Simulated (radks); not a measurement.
The numbers below are computed, except where a source is named.
Task: These are the eigenvalues of the occupied orbitals of an atom or ion with whole-number occupations (Ry). Level of theory: scalar-relativistic Kohn-Sham, PBE, spin-polarised, spherical densities, finite nucleus; Fermi nuclear charge, rms radius of each element as measured or else 0.836 A^(1/3) + 0.57 fm (a radial shooting solver on a logarithmic mesh with Libxc functionals).

| orbital | eigenvalue |
|---|---|
| 1s down | -608.2585 |
| 1s up | -608.2578 |
| 2s up | -76.99292 |
| 2s down | -76.79737 |
| 2p up | -66.88463 |
| 2p down | -66.73755 |
| 3s up | -12.87554 |
| 3s down | -12.48496 |
| 3p up | -9.92190 |
| 3p down | -9.53824 |
| 3d up | -5.18234 |
| 3d down | -4.80907 |

Which element is it, and in what charge state? The configuration may be excited. Open shells, if any, are filled with parallel spins first.

Result: Z = 28, nickel, charge +4: Ni4+ in [Ar] 3d6. The list shows which subshells hold electrons but not how many an open one holds; the 1s level, -304.13 hartree, gives Z - s = 24.7 by -(Z - s)^2/2, which with screening and relativity narrows Z to a few neighbours, and the depths of the outer levels then fix element, charge and occupations together.
